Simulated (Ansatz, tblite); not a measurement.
Spin states of Au₃ (the lowest doublet isomer of a short search), each relaxed with PBE0-D4/def2-TZVP in Ansatz. Electronic energies in the gas phase.

In the def2 sets Au takes a core potential; there is no spin–orbit coupling. The xTB rows come from tblite. B3LYP takes the VWN-RPA correlation. Correlated methods freeze no core orbitals; core or outer-core shells of Au are correlated, in sets that lack core-valence functions. In CCSD on the charge 0 doublet the largest single amplitude is 0.19, so its Hartree–Fock determinant may place the open shell otherwise than the density functionals do. The structure comes from a short search, and lower isomers may exist.

Doublet geometry (C2v within 0.1 Å):

```
atom    x (Å)    y (Å)    z (Å)
 Au1  -0.8545  -2.1853  -0.2865
 Au2   1.1486   1.8774   0.8625
 Au3  -0.2941   0.3079  -0.5760
```

Quartet geometry (D3h within 0.1 Å):

Cartesian coordinates in Å:
```
Au 0.029 -1.511 -0.095
Au -0.536 0.821 -1.154
Au 0.507 0.690 1.249
```

⟨S²⟩: doublet 0.76 at PBE0-D4/def2-TZVP (pure 0.75), quartet 3.77 at PBE0-D4/def2-TZVP (pure 3.75).

Only these spin states were relaxed. The quartet has other bonds than the doublet, so the gap mixes isomer and spin.

(1) Estimate which spin state lies lowest at each of these levels, and by how much: GFN1-xTB; GFN2-xTB; HF/def2-TZVP; LDA (SPW92)/def2-TZVP; PBE-D4/def2-TZVP; revPBE-D4/def2-TZVP; r2SCAN-D4/def2-TZVP; B3LYP-D4/def2-TZVP; PBE0-D4/def2-TZVP; BHLYP-D4/def2-TZVP; CAM-B3LYP-D4/def2-TZVP; RPA@PBE/def2-TZVP; MP2/def2-TZVP; CCSD/def2-TZVP; CCSD(T)/def2-TZVP.

Results:

(1) 
| level | quartet − doublet (kJ/mol) | lowest of these | remarks |
| --- | --- | --- | --- |
| GFN1-xTB | 146.0 | doublet | – |
| GFN2-xTB | 399.3 | doublet | – |
| HF/def2-TZVP | 262.1 | doublet | spin-contaminated (⟨S²⟩ 0.84) (doublet) |
| LDA (SPW92)/def2-TZVP | 138.2 | doublet | – |
| PBE-D4/def2-TZVP | 156.5 | doublet | – |
| revPBE-D4/def2-TZVP | 162.9 | doublet | – |
| r2SCAN-D4/def2-TZVP | 136.3 | doublet | – |
| B3LYP-D4/def2-TZVP | 185.8 | doublet | – |
| PBE0-D4/def2-TZVP | 179.0 | doublet | – |
| BHLYP-D4/def2-TZVP | 216.0 | doublet | – |
| CAM-B3LYP-D4/def2-TZVP | 191.2 | doublet | – |
| RPA@PBE/def2-TZVP | 146.9 | doublet | – |
| MP2/def2-TZVP | 147.2 | doublet | spin-contaminated (⟨S²⟩ 0.84) (doublet) |
| CCSD/def2-TZVP | 186.3 | doublet | spin-contaminated (⟨S²⟩ 0.84) (doublet) |
| CCSD(T)/def2-TZVP | 169.9 | doublet | spin-contaminated (⟨S²⟩ 0.84) (doublet) |

Change of the quartet − doublet gap on mixing in exact exchange, in kJ/mol: PBE to PBE0 (25 % exact exchange) 22.5. The xTB methods have no spin-polarisation term.
